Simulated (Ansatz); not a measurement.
This geometry of GeH$_{3}$Se (5 atoms, charge 0, multiplicity 2) is a first-order saddle point.

Method: UKS BLYP/def2-mTZVP in Ansatz 0.2.0.

```xyz
5
Properties=species:S:1:pos:R:3
Ge -0.241 -0.370 0.067
Se 1.044 1.457 -0.744
H 0.349 -1.791 -0.153
H -1.783 -0.267 -0.106
H 0.681 0.897 0.895
```

Which two structures does it join? (They come from a converged band through this point; their orientation in space is the band's.)

Bonds broken: Se2–H5. Bonds formed: Ge1–H5.

Image 0:

```xyz
5
Properties=species:S:1:pos:R:3
Ge -0.731 -0.427 0.318
Se 0.638 1.484 -0.264
H 0.159 -1.719 0.166
H -1.809 -0.438 -0.826
H 1.794 1.027 0.564
```

Image 10:

```xyz
5
Properties=species:S:1:pos:R:3
Ge -0.064 -0.141 0.086
Se 0.805 1.446 -1.477
H 0.462 -1.569 -0.213
H -1.614 -0.136 0.090
H 0.461 0.327 1.472
```

How far does it lie above each of them?

110.1 kJ/mol above the first and 111.3 kJ/mol above the second. This is the barrier of this one path; another mechanism may lie lower.

Run time: 2.1 min on 2 threads of Arm Neoverse V1 (shared host), peak memory 0.17 GiB.
